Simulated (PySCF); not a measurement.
# Orbital levels and atomic charges: C31H6

System: C31H6 (fullerene bridged).

Cartesian coordinates (Å):
```
  1 C    -1.1486   -3.2705    1.5198
  2 C    -0.3469   -2.8339    2.6151
  3 C    -1.1040   -2.0346    3.5221
  4 C    -2.3300   -1.6733    2.7900
  5 C    -2.3580   -2.4294    1.5643
  6 C    -2.4530   -1.7730    0.3036
  7 C    -1.2721   -2.1978   -0.5283
  8 C    -0.4510   -2.9587    0.3102
  9 C     0.7446   -2.1092    0.6760
 10 C     0.7687   -2.0499    2.1060
 11 C     0.7925   -0.7988    2.8020
 12 C    -0.3729   -0.8284    3.7638
 13 C    -1.1812    0.2786    3.4851
 14 C    -2.3970   -0.2500    2.7718
 15 C    -2.4057    0.3964    1.5149
 16 C    -2.4332   -0.3592    0.2893
 17 C    -1.3382    0.1126   -0.5555
 18 C    -0.5432   -0.9968   -0.8787
 19 C     0.6747   -0.9319   -0.0639
 20 C     0.7250    0.3914    2.0831
 21 C    -0.4659    1.1156    2.5450
 22 C    -1.2941    1.3432    1.4349
 23 C    -0.5913    1.1602    0.1560
 24 C     0.8105    0.4080    0.5890
 25 C     0.7603    1.6755   -0.2028
 26 H     1.0605    2.5666    0.3436
 27 C     1.1860    1.6496   -1.6324
 28 C     0.3946    2.2486   -2.6037
 29 C     0.7955    2.2448   -3.9277
 30 C     1.9880    1.6418   -4.2908
 31 C     2.7759    1.0364   -3.3266
 32 C     2.3778    1.0398   -2.0015
 33 H    -0.5371    2.7144   -2.3174
 34 H     0.1733    2.7098   -4.6779
 35 H     2.3015    1.6386   -5.3242
 36 H     3.7021    0.5564   -3.6060
 37 H     2.9918    0.5673   -1.2481
```

Method: BHandHLYP/6-31G*, gas phase, PySCF, fitting set def2-universal-JFIT up to Ne and JKFIT beyond, grid level 1.

The gap is small, so a closed-shell solution may not be the true ground state; the numbers describe that solution.

(1) Give the orbital energies near the gap.

(2) Give the partial charges of the non-hydrogen atoms.

## Answers

(1) 
| orbital | eV |
| --- | --- |
| HOMO-4 | -8.07 |
| HOMO-3 | -7.71 |
| HOMO-2 | -6.27 |
| HOMO-1 | -6.02 |
| HOMO | -5.75 |
| LUMO | -2.76 |
| LUMO+1 | -2.29 |
| LUMO+2 | -2.01 |
| LUMO+3 | 0.02 |

(2) 
```
atom  Mulliken    IAO  Hirshfeld
  C1     -0.04  -0.08      -0.06
  C2      0.01   0.07       0.04
  C3     -0.04  -0.08      -0.06
  C4      0.01   0.02       0.02
  C5      0.01   0.02       0.02
  C6     -0.01  -0.03      -0.02
  C7     -0.04  -0.06      -0.05
  C8     -0.01   0.01      -0.01
  C9     -0.02  -0.03      -0.01
 C10      0.05   0.09       0.07
 C11     -0.02  -0.03      -0.01
 C12     -0.01   0.01      -0.01
 C13     -0.04  -0.06      -0.05
 C14     -0.01  -0.03      -0.02
 C15      0.02   0.04       0.03
 C16      0.02   0.04       0.03
 C17      0.02   0.00      -0.01
 C18     -0.01  -0.03      -0.03
 C19      0.08   0.04       0.03
 C20      0.07   0.03       0.02
 C21     -0.03  -0.05      -0.04
 C22      0.02   0.00      -0.01
 C23     -0.07   0.00       0.01
 C24     -0.09   0.00       0.02
 C25     -0.19  -0.09       0.00
 C27      0.08  -0.01       0.00
 C28     -0.17  -0.14      -0.05
 C29     -0.16  -0.13      -0.04
 C30     -0.15  -0.14      -0.04
 C31     -0.16  -0.13      -0.04
 C32     -0.18  -0.14      -0.05
```
